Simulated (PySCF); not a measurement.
Compound: C3H6BN.
Atom-mapped SMILES: `[BH2:1][N:2]1[CH2:3][C:4]1=[CH2:5]` (hydrogens: H6, H7 on B1; H8, H9 on C3; H10, H11 on C5)

The closed-shell ground state was solved at several levels (PySCF, density fitting, gas phase, non-relativistic). Geometry: GFN2-xTB, one conformer, isolated molecule.

```
              level  basis functions  total energy (Eh)  HOMO (eV)  LUMO (eV)  gap (eV)  dipole (D)
        B3LYP/pcJ-1              195          -197.4901      -6.90      -1.06      5.84        1.77
CAM-B3LYP/def2-SVPD              148          -197.2228      -8.45       0.20      8.65        1.61
```

(1) What might PBE0/pcSseg-1 (115 basis functions) give for the same quantities?

(2) Over all these levels, which gives the widest orbital gap and which the narrowest?

(3) How far do the dipole and the HOMO energy spread over the levels?

Results:

(1) Total energy -197.2033 Eh, HOMO -7.14 eV, LUMO -0.86 eV, gap 6.28 eV, dipole 1.72 D.

(2) CAM-B3LYP/def2-SVPD (range-separated hybrid) has the widest, 8.65 eV, and B3LYP/pcJ-1 (global hybrid, 20 % exact exchange) the narrowest, 5.84 eV. Functional and basis both differ between the two, so the spread mixes both effects.

(3) The dipole runs from 1.61 to 1.77 D (mean 1.70 D) and the HOMO from -8.45 to -6.90 eV.
